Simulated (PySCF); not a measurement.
An unknown is described by computed data only.

Elements present: Al, C, H, N and O. Monoisotopic mass: 159.0840 u.

* Polarisability: 112.3 au [CAM-B3LYP/def2-SVPD]
* 1H NMR: chemical shifts (computed TMS as zero) by class: 7.76 (1 H), 5.17 (1 H), 3.76 (1 H), 3.73 (1 H), 2.37 (3 H), 2.25 (3 H), 1.82 (1 H), 1.66 (1 H), 0.00 (1 H), -0.05 (1 H) ppm [GIAO HF/pcSseg-1]
* UV, first state: lowest singlet excitation: 5.87 eV (211 nm, f = 0.001) [TDDFT CAM-B3LYP/def2-SVPD]
* 13C NMR: chemical shifts (computed TMS as zero) by class: 166.8 (1 C), 77.7 (1 C), 41.5 (1 C), 34.2 (1 C), 26.9 (1 C), -5.5 (1 C) ppm [GIAO HF/pcSseg-1]
* Valence photoelectron: vertical ionisation energy: 9.09 eV [ΔSCF CAM-B3LYP/def2-SVPD]
* Triplet: lowest triplet excitation (Tamm–Dancoff): 5.32 eV [TDA CAM-B3LYP/def2-SVPD]
* Rotational structure: rotational constants A, B, C: 1.745, 0.853, 0.750 GHz [PBE0-D3(BJ)/def2-SVP]
* UV, strongest line: among the 10 lowest singlet transitions: S6 at 7.33 eV (169 nm, f = 0.094) [TDDFT CAM-B3LYP/def2-SVPD]
* Dipole: 4.18 D [CAM-B3LYP/def2-SVPD]

The electronic properties come from PySCF, for the isolated species, density fitting. Levels stand in brackets. Isolated species at its PBE0-D3(BJ)/def2-SVP geometry (one conformer only). NMR values are class means; diastereotopic atoms form classes of their own.

Task: Which formula fits the mass and the elements?

Result: C6H14AlNO2 (calculated 159.0840). No other formula that holds each of these elements comes within 0.0003 u with a fitting electron parity and a possible valence count.

Task: Give a SMILES that accounts for the data.

Result: Numbering: `[CH3:1][N+:2]1([CH3:3])[AlH2-:4][CH2:5][CH2:6][C@@H:7]1[O:8][CH:9]=[O:10]`. 6 carbons fall into 6 classes; from least to most shielded: ester carbonyl carbon [C9] (166.8 ppm), ring sp3 carbon bound to oxygen [C7] (77.7 ppm), N-methyl carbon [C3] (41.5 ppm), N-methyl carbon [C1] (34.2 ppm), ring CH2 carbon [C6] (26.9 ppm), ring CH2 carbon [C5] (-5.5 ppm). Hydrogen classes from least to most shielded: 1 H on an ester carbonyl carbon, C9 (7.76 ppm), 1 H on an sp3 carbon bound to oxygen, C7 (5.17 ppm), 1 H on an aluminium bonded to C, N and 2 H, Al4 (3.76 ppm), 1 H on an aluminium bonded to C, N and 2 H, Al4 (3.73 ppm), 3 H on an N-methyl carbon, C3 (2.37 ppm, a mean of values up to 0.7 ppm apart in this geometry), 3 H on an N-methyl carbon, C1 (2.25 ppm), 1 H on a ring CH2 carbon, C6 (1.82 ppm), 1 H on a ring CH2 carbon, C6 (1.66 ppm), 1 H on a ring CH2 carbon, C5 (0.00 ppm), 1 H on a ring CH2 carbon, C5 (-0.05 ppm). The first electron is taken from the HOMO, whose largest Löwdin shares are 0.41 on a ring CH2 carbon, 0.21 on the aluminium bonded to C, N and 2 H, 0.09 on a ring CH2 carbon and 0.06 on an Al–H hydrogen. The optimised geometry has point group C1 and is an asymmetric top. Structure: `C[N+]1(C)[AlH2-][CH2]C[C@@H]1OC=O`. The assignments are read from this structure; whether some other isomer fits the data as well wasn't checked. The mirror image fits equally.
